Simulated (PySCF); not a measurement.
Worked example: oscillator strength and radiative lifetime

Se(OH)2 (H₂O₂Se), SMILES O[Se]O.

The structure is a stationary point at B3LYP-D3(BJ)/def2-TZVP. One conformer was computed; it need not be the lowest.

PySCF 2.14.0 with TDDFT-PBE0/def2-SVPD puts the first singlet state with f over 0.02 at 5.70 eV (vertical), with the transition dipole (0.548, 0.140, 0.000) in atomic units.

**Question.** Find the oscillator strength, the wavelength and the radiative lifetime that this transition would have in vacuum if emission retraced absorption.

**Answer.** 
|μ|² = 0.3199 au, so |μ| = 1.44 D. ΔE = 5.70/27.211 = 0.2095 hartree. f = (2/3) ΔE |μ|² = 0.045 (the program prints 0.045).
λ = 1239.84/5.70 = 218 nm; ν = 45974 cm⁻¹.
Einstein's coefficient A = 0.6670 ν² f s⁻¹ (ν in cm⁻¹) = 6.3e7 s⁻¹, so τ = 1/A = 16 ns. This state is S3; the lower singlets have f = 0.001, 0.004. The figure is the radiative limit of this one transition; relaxation, internal conversion, crossing to triplets and a medium change what is measured.
